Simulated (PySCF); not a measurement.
```xyz
3
charge 0 multiplicity 1, angstrom
Te   -1.0150    0.0000   -0.7711
N    -2.5057    0.0000    0.2423
I     1.3170    0.0000    0.7634
```

Method: PBE0/[Te def2-TZVP with ECP28, N def2-TZVP, I def2-TZVP with ECP28], scalar-relativistic core potentials, density fitting, no spin–orbit coupling, PySCF.

This geometry of ITeN is a stationary point at this level.

Question: What is the point group?

Answer: Cs.

Question: Is it a minimum?

Answer: Yes: all harmonic wavenumbers are real.

Question: Which band is strongest in the infrared?

Answer: 933 cm⁻¹ (a'), 34 km/mol.

Question: What are the dipole moment and the gap between the highest occupied and lowest empty levels?

Answer: 2.99 D and 3.42 eV.

Other isomers or separated fragments may lie lower.
